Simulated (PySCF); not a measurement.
The vertical singlet excitations below were computed for one of the candidates. Level of theory: TDDFT PBE0/def2-SVPD, vertical, gas phase, core orbitals frozen in the response (PySCF 2.14.0, density-fitted response routines). Geometries: GFN2-xTB, one conformer each.

```tsv
state	E (eV)	f
S1	5.55	0.051
S2	5.59	0.049
S3	5.86	0.072
S4	5.99	0.0024
S5	6.08	0.013
S6	6.61	0.0037
```

Triplets computed (Tamm–Dancoff): 3.70, 4.58 eV.

Question: Which structure fits? All have the formula C6H8S.
A. `C=CC#CCSC`
B. `[C@@H]12[C@H](C2)[C@H]1C(C)=S`
C. `Cc1ccsc1C`

Answer: C. Its S1, at 5.55 eV, is the highest among the candidates; the nearest of the others has S1 at 4.43 eV. S1 is HOMO→LUMO (48%), HOMO→LUMO+1 (42%). Löwdin shares by element: HOMO carbon 77% or more (atoms not listed hold the other 23%); LUMO carbon 55% or more, sulfur 22% (atoms not listed hold the other 23%). At the same level the other candidates give, for their lowest levels:
- `C=CC#CCSC`: 4.43 eV (f 0.044); 5.07 eV (f 0.009); 5.33 eV (f 0.341); 5.58 eV (f 0.007); 5.81 eV (f 0.000); T1 3.29 eV; HOMO -6.44, LUMO -1.04 eV
- `CC(=S)[C@H]1[C@@H]2C[C@@H]21`: 2.55 eV (f 0.000); 4.52 eV (f 0.002); 5.19 eV (f 0.218); 5.97 eV (f 0.046); 6.37 eV (f 0.013); T1 2.09 eV; HOMO -6.26, LUMO -1.98 eV
